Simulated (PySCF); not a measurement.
## Simulated absorption spectrum

[(OH)3Sn]2O.
Z-matrix (Å and degrees, PBE0-D3(BJ)/def2-SVP geometry), rows numbered from 1:
```
Sn
O   1  2.0024
O   1  1.9519  2  110.00
O   1  1.9561  2  112.86  3   124.25
O   1  1.9752  2   95.91  3  -117.88
Sn  5  1.9759  1  109.53  2    47.13
O   6  2.0040  5   96.00  1    47.02
O   6  1.9552  5  113.10  1   164.98
O   6  1.9513  5  113.33  1   -67.80
H   2  0.9651  1  113.62  3   -44.10
H   3  0.9776  1  103.17  2   -70.48
H   4  0.9660  1  110.34  2    77.14
H   7  0.9654  6  113.02  5  -156.90
H   8  0.9659  6  110.53  5   -36.25
H   9  0.9783  6  103.25  5    35.59
```

Computed with TDDFT CAM-B3LYP/def2-SVPD, vertical, gas phase, core orbitals frozen in the response, def2 core potentials past Kr (PySCF 2.14.0, density-fitted response routines). Spin–orbit coupling is left out.

Computed states:

```tsv
state	E (eV)	f
S1	5.52	0.0071
S2	5.64	0.012
S3	5.79	0.028
S4	5.95	0.045
S5	6.07	0.057
S6	6.20	0.162
S7	6.27	0.0060
S8	6.37	0.080
S9	6.68	0.348
S10	6.92	0.0003
```

Broadening: Gaussians 0.4 eV wide at half height, area fixed by f = 4.319×10⁻⁹ ∫ε dν̃. The width is an assumption, not a result. The curve ends short of the highest state used, and states not computed would add to its high-energy end.

(1) Give the broadened spectrum and its maxima.

(2) Coming from long wavelengths, where does ε first pass 100 L mol⁻¹ cm⁻¹?

(3) On this curve, what absorbance would a 10⁻³ mol/L sample give at 248 nm over a 1 cm path?

## Answers

(1) 
(E (eV), ε (L mol⁻¹ cm⁻¹)): (4.92, 1), (4.95, 2), (4.97, 3), (5.00, 5), (5.02, 7), (5.05, 12), (5.08, 20), (5.10, 28), (5.13, 44), (5.15, 58), (5.18, 88), (5.20, 114), (5.23, 165), (5.25, 207), (5.28, 287), (5.30, 352), (5.33, 469), (5.35, 561), (5.38, 720), (5.41, 907), (5.43, 1047), (5.46, 1281), (5.48, 1452), (5.51, 1732), (5.53, 1934), (5.56, 2261), (5.58, 2496), (5.61, 2876), (5.63, 3149), (5.66, 3592), (5.68, 3912), (5.71, 4434), (5.74, 5015), (5.76, 5439), (5.79, 6136), (5.81, 6645), (5.84, 7482), (5.86, 8090), (5.89, 9077), (5.91, 9784), (5.94, 10909), (5.96, 11693), (5.99, 12904), (6.01, 13717), (6.04, 14913), (6.06, 15675), (6.09, 16723), (6.12, 17613), (6.14, 18096), (6.17, 18629), (6.19, 18851), (6.22, 18985), (6.24, 18954), (6.27, 18763), (6.29, 18571), (6.32, 18252)

Maxima: 199 nm (6.22 eV), ε about 19000, made up of S5 (13%), S6 (57%) and S8 (20%) (ε in L mol⁻¹ cm⁻¹; maxima over ε = 5, shares over 10%).

(2) At about 239 nm (5.19 eV), 0.33 eV below S1.

(3) 248 nm is 4.999 eV, where ε is about 4.9 L mol⁻¹ cm⁻¹, so A = ε c l ≈ 0.0049 (Beer–Lambert, with the gas-phase spectrum and the assumed width).

All these states lie below the vertical ionisation energy of 11.46 eV (ΔSCF).

One conformer stands for the species.
